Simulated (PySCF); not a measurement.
Question: Give a PBE0-D3(BJ)/def2-SVP geometry of `O=C[SiH2]C(F)F`.

Answer: 
Z-matrix in Å and degrees, rows numbered from 1:
```
O 
C   1  1.2042
Si  2  1.9323  1  122.26
C   3  1.9232  2  105.80  1  -138.19
F   4  1.3596  3  108.87  2    58.51
F   4  1.3629  3  108.04  2   -58.47
H   2  1.1252  1  120.41  3   179.96
H   3  1.4875  2  110.46  1   -18.20
H   3  1.4928  2  109.96  1   105.23
H   4  1.1056  3  116.09  2  -179.53
```

Si3 (SiH2 silicon) is distorted tetrahedral (angles from 105.8° to 111.5°).

Computed, not measured: PBE0-D3(BJ)/def2-SVP geometry optimisation, gas phase (PySCF 2.14.0).

Point group: C1 (no symmetry element, even within 0.4 Å). No PBE0-D3(BJ)/def2-SVP frequencies stand behind this structure, so it isn't proved a minimum. One conformer, not necessarily the lowest (O1–C2–Si3–C4 -138°, C2–Si3–C4–F5 59°).

On an Arm Neoverse V1 with one thread, no GPU, shared host, this took 24 s wall and 0.45 GiB of memory at its peak. These figures are those of the optimisation.
